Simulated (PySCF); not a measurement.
C4H10Si2, SMILES C#CCC([SiH3])[SiH3].

Geometry optimised at TPSSh-D3(BJ)/def2-SVP. The structure was generated by enumeration, and PubChem lists no compound with its InChIKey, so it may never have been made. Other conformers were not sampled.

These are TDA-PBE0/def2-SVPD in PySCF values and carry that method's errors.

Vertical excitations. The molecule is in vacuum.

List the lowest excited states. (An estimate is asked for; the answer gives what the named calculation found.)


| state | energy (eV) | λ (nm) | f | main pairs |
|---|---|---|---|---|
| S1 | 6.43 | 193 | 0.001 | HOMO→LUMO 40 %, HOMO→LUMO+5 17 %, HOMO→LUMO+1 16 %, HOMO−1→LUMO+2 8 % |
| S2 | 6.67 | 186 | 0.012 | HOMO−1→LUMO 33 %, HOMO→LUMO+2 21 %, HOMO−1→LUMO+1 13 %, HOMO−1→LUMO+5 7 % |
| S3 | 6.72 | 184 | 0.002 | HOMO−1→LUMO+2 43 %, HOMO−1→LUMO+1 16 %, HOMO→LUMO 10 %, HOMO−1→LUMO+6 8 % |
| S4 | 7.16 | 173 | 0.021 | HOMO→LUMO 37 %, HOMO→LUMO+1 25 %, HOMO→LUMO+5 14 %, HOMO→LUMO+2 8 % |
| S5 | 7.20 | 172 | 0.030 | HOMO−1→LUMO 43 %, HOMO−1→LUMO+1 13 %, HOMO−1→LUMO+2 13 %, HOMO−1→LUMO+5 11 % |
| S6 | 7.54 | 164 | 0.046 | HOMO−2→LUMO 92 % |
| T1 | 5.19 | 239 | 0 | HOMO→LUMO+2 20 %, HOMO−1→LUMO+5 18 %, HOMO−1→LUMO 14 %, HOMO−1→LUMO+1 11 % |
| T2 | 5.72 | 217 | 0 | HOMO−1→LUMO+2 22 %, HOMO→LUMO 18 %, HOMO→LUMO+5 16 %, HOMO→LUMO+1 15 % |
Triplets are in the Tamm–Dancoff approximation.
